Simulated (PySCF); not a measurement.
A side-by-side comparison of computed properties.

First species: C2H9NOSi2.
Z-matrix (Å and degrees, PBE0-D3(BJ)/def2-SVP geometry), rows numbered from 1:
```
N 
C   1  1.3573
O   2  1.2178  1  122.38
C   2  1.5121  1  116.34  3   179.08
Si  4  1.9013  2  107.72  1   163.31
Si  4  1.8965  2  111.36  1   -74.03
H   1  1.0090  2  122.40  3  -178.11
H   1  1.0116  2  118.31  3    -0.01
H   4  1.1052  2  111.27  1    43.89
H   5  1.4897  4  110.97  2   -51.25
H   5  1.4985  4  106.94  2  -169.42
H   5  1.4901  4  111.21  2    73.16
H   6  1.4933  4  109.70  2  -172.03
H   6  1.4976  4  110.07  2    68.62
H   6  1.4915  4  109.82  2   -51.27
```

Second species: C7H14N2Si.
SMILES: `CC(C)(C)c1cncn1[SiH3]`

Levels: CAM-B3LYP/def2-SVPD for dipole moment, HOMO energy, LUMO energy, HOMO–LUMO gap, static isotropic polarisability and electronic spatial extent ⟨r²⟩ about the centre of nuclear charge; TDDFT CAM-B3LYP/def2-SVPD for lowest singlet excitation; TDA CAM-B3LYP/def2-SVPD for lowest triplet excitation (Tamm–Dancoff); ΔSCF CAM-B3LYP/def2-SVPD for vertical ionisation energy; PBE0-D3(BJ)/def2-SVP for rotational constant A and rotational constant C. Geometries: PBE0-D3(BJ)/def2-SVP. All species are isolated and taken at one optimised geometry, non-relativistic unless stated; the electronic structure was computed with PySCF and density fitting.

Dipoles, sizes and rotational constants follow the conformer. The torsions of the flexible species, by atom-mapped SMILES:
- `[NH2:1][C:2](=[O:3])[CH:4]([SiH3:5])[SiH3:6]`: N1–C2–C4–Si5 163°, H–N1–C2–O3 -178°, H–N1–C2–O3 0°
- `[CH3:1][C:2]([CH3:3])([CH3:4])[c:5]1[cH:6][n:7][cH:8][n:9]1[SiH3:10]`: C1–C2–C5–C6 -110°

```
                                                         property    column X    column Y
                                                    dipole moment      3.69 D      3.89 D
                                                      HOMO energy    -7.73 eV    -9.17 eV
                                                      LUMO energy     0.95 eV     0.75 eV
                                                    HOMO–LUMO gap     8.68 eV     9.92 eV
                                        lowest singlet excitation     6.09 eV     5.77 eV
                         lowest triplet excitation (Tamm–Dancoff)     4.25 eV     5.31 eV
                                  static isotropic polarisability    119.6 au     90.3 au
                                       vertical ionisation energy     8.30 eV     9.85 eV
electronic spatial extent ⟨r²⟩ about the centre of nuclear charge  1736 bohr²  1008 bohr²
                                            rotational constant A   1.475 GHz   2.354 GHz
                                            rotational constant C   0.727 GHz   1.260 GHz
```

Which column belongs to which species?

Column X is the second species and column Y the first. The first has 15 atoms and 64 electrons, the second 24 and 84.

How does each property change from the first species to the second?

dipole moment -0.20 D; HOMO energy +1.44 eV; LUMO energy +0.20 eV; HOMO–LUMO gap -1.24 eV; lowest singlet excitation +0.32 eV; lowest triplet excitation (Tamm–Dancoff) -1.06 eV; static isotropic polarisability +29.3 au; vertical ionisation energy -1.55 eV; electronic spatial extent ⟨r²⟩ about the centre of nuclear charge +728 bohr²; rotational constant A -0.879 GHz; rotational constant C -0.533 GHz.

On the first: The 10 singlets span 5.77 to 8.35 eV, and their oscillator strengths add up to 0.28. No computed singlet falls in the visible range (750 to 380 nm, 1.65 to 3.26 eV); S1 lies 2.51 eV above its blue end.

On the second: S1 lies 2.59 eV below the HOMO–LUMO gap; its leading configuration is HOMO→LUMO+1, weight 0.32, beside HOMO→LUMO+2, weight 0.31. No computed singlet falls in the visible range (750 to 380 nm, 1.65 to 3.26 eV); S1 lies 2.83 eV above its blue end.
